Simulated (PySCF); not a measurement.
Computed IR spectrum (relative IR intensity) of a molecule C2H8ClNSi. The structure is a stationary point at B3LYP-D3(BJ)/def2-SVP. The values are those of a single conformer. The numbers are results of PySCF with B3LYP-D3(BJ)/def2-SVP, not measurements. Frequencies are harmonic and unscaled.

Lines under 2 % of the strongest are left out, and lines within 2 cm⁻¹ are merged.

| ν (cm⁻¹) | relative intensity |
|---|---|
| 215 | 5.0 |
| 236 | 6.5 |
| 291 | 6.0 |
| 331 | 5.7 |
| 457 | 60 |
| 528 | 100 |
| 634 | 8.1 |
| 670 | 19 |
| 766 | 11 |
| 833 | 73 |
| 866 | 36 |
| 920 | 76 |
| 977 | 3.8 |
| 986 | 14 |
| 1043 | 18 |
| 1265 | 3.0 |
| 1431 | 2.4 |
| 1475 | 3.6 |
| 1478 | 2.6 |
| 1548 | 27 |
| 2251 | 67 |
| 3027 | 24 |
| 3102 | 14 |
| 3114 | 12 |
| 3558 | 16 |
| 3648 | 16 |

### Question
Pick the molecule that these values belong to.
(A) C[Si@H](Cl)CN
(B) CNC[SiH2]Cl
(C) CC[SiH](N)Cl
(D) CN(C)[SiH2]Cl

### Answer
C, CC[SiH](N)Cl
